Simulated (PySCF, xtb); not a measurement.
B(Cl)(I)(Me) (CH3BClI), SMILES ClB(C)I.

Harmonic wavenumbers (cm⁻¹) from xtb with GFN2-xTB at its own minimum, in rising order: 63, 194, 232, 331, 447, 699, 833, 975, 1035, 1394, 1468, 1472, 2986, 3007, 3040.

### Question
What does PBE-D3(BJ)/def2-SVP in PySCF give at its own minimum? (Estimate from the structure and the level; the computed values follow.)

### Answer
49, 192, 242, 353, 431, 722, 778, 952, 1072, 1270, 1360, 1381, 2962, 3047, 3094. Paired by order, the mean absolute difference is 43 cm⁻¹ and the zero-point energies are 26.0 and 25.6 kcal/mol.
